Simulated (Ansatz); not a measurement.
A made-up structure of CHSeSi, doublet:

```tsv
atom	x (Å)	y (Å)	z (Å)
C1	-1.9162	0.9083	0.5984
Si2	-0.5685	-0.2809	0.8713
Se3	0.7367	0.1915	-0.9112
H4	0.0855	-1.4099	1.4319
```

It is relaxed with PBE-D4/def2-SVP and then PBE0-D4/def2-TZVP (Ansatz 0.2.0). Atoms count as bonded within 1.22 times the sum of their covalent radii (H–H: 0.88 Å). The end point is not checked to be a true minimum.

**Question.** Does its bonding change? (A judgement: the text doesn't fix the answer.)

**Answer.** Computed: Yes. Formed: C1–Se3; broken: none.

Where it ends: The first stage lowers the energy by 1.08 eV in 7 steps. It ends as CHSeSi ([C]1[SiH][Se]1):
```
atom    x (Å)    y (Å)    z (Å)
  C1  -1.4850   0.8912   0.2690
 Si2  -0.4822  -0.4442   0.8904
 Se3   0.2839   0.5315  -0.8844
  H4   0.0207  -1.5695   1.7154
```

Labels in which every atom is bracketed show which atoms are joined, not bond orders.

For scale, one of the runs: PBE0-D4/def2-TZVP relaxation, 122 basis functions, launched by `ansatz run in.yaml --threads 2 --pin off --events-out ev --progress --plain --max-ram 4352MiB`. Hardware: 2 CPU threads of an Intel Xeon Platinum 8259CL, shared host. Wall time about 31 s.
